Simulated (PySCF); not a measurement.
FeH2O, SMILES [OH][FeH] (connectivity only; charge and spin as stated), neutral, multiplicity 5.

Geometry: B3LYP-D3(BJ)/def2-TZVP. The multiplicity is an assumed one; other spin states were not compared.

Level of theory: B3LYP-D3(BJ)/def2-TZVP (PySCF).

Frequencies are harmonic and unscaled.

### Question
Give all harmonic wavenumbers and intensities. (An estimate is asked for; the answer gives what the named calculation found.)

### Answer

```csv
mode,ν (cm⁻¹),IR (km/mol),moving atoms (share of kinetic energy)
1,249,113.9,H 94 %
2,269,199.3,H 88 %
3,381,194.8,"H 82 %, O 17 %"
4,703,106.8,"O 69 %, Fe 23 %, H 8 %"
5,1757,237.4,H 98 %
6,3910,101.3,H 94 %
```
